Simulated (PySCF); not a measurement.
Gas-phase reaction: SiBr4 + 2 HBr ⇌ SiH2Br2 + 2 Br2

Computed with PySCF and rigid-rotor harmonic-oscillator thermochemistry at 1 bar. 'Table' is the NASA 1993 thermochemical table (part measured, part estimated). † marks an energy on the PBE0/def2-TZVP geometry and frequencies; other levels use their own. CCSD(T) freezes the core. 6-31G* has spherical d functions here. All species are closed-shell singlets. B3LYP is the form with VWN-RPA correlation. Br: all electrons, no relativistic terms. CCSD(T) isn't extrapolated to the basis-set limit. The harmonic model lacks anharmonicity and excited electronic states, which grow with temperature; levels with a mode under 35 cm⁻¹ are left out. Soft modes under 120 cm⁻¹ make the harmonic entropy rough for SiBr4, SiH2Br2. The table's entry may be an old estimate for SiBr4, SiH2Br2 (not checked at source).

| level | ΔH°(298 K), kJ | minus table | ΔG°(800 K), kJ |
|---|---|---|---|
| table | 359.8 | - | 343.7 |
| B3LYP/6-31G* | 299.3 | -60.5 | 283.0 |
| BLYP/def2-TZVP† | 296.9 | -62.9 | 281.0 |
| CCSD(T)/def2-SVP† | 368.0 | 8.2 | 352.2 |
| PBE/def2-SVP | 335.7 | -24.1 | 319.4 |
| PBE0/def2-QZVP† | 341.1 | -18.7 | 325.2 |
| PBE0/def2-SVP† | 358.2 | -1.6 | 342.4 |
| r2SCAN/def2-TZVP† | 358.6 | -1.2 | 342.7 |
| ωB97M-V/def2-TZVP† | 356.0 | -3.8 | 340.2 |
